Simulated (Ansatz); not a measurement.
CH₃AlZn, SMILES `[CH2]1[AlH][Zn]1`. The species carries charge 0 and has multiplicity 1.

Cartesian coordinates in Å:
```
C -0.266 -0.306 0.669
Al 0.085 0.098 -1.143
Zn 1.722 0.736 0.573
H -1.277 -0.368 1.084
H 0.358 -1.097 1.111
H -0.622 0.937 -2.295
```

Q: List the harmonic frequencies (cm⁻¹, unscaled) at PBE0-D4/def2-TZVP in Ansatz. (An estimate is asked.)

A: The calculation gave: 123, 242, 337, 460, 562, 640, 715, 751, 1370, 1894, 3024, 3106.

Q: Is this a minimum?

A: Yes, all 12 modes are real.

Q: Give the ideal-gas thermochemistry at 298.15 K and 1 bar (rigid rotor, harmonic oscillator; point group C1, symmetry number 1).

A: Zero-point energy 79.1 kJ/mol; H(298) − E = 95.2 kJ/mol; entropy 307.2 J/(mol·K), of which translation 167.2, rotation 105.3, vibration 34.7; G(298) − E = 3.6 kJ/mol.

Q: And at 400, 500, 600, 800 and 1000 K?

A: 
```
T (K)  H − E (kJ/mol)  S (J/mol/K)  G − E (kJ/mol)
  400           103.5        331.2           -29.0
  500           112.5        351.2           -63.1
  600           122.0        368.6           -99.1
  800           142.5        397.9          -175.9
 1000           164.2        422.2          -257.9
```
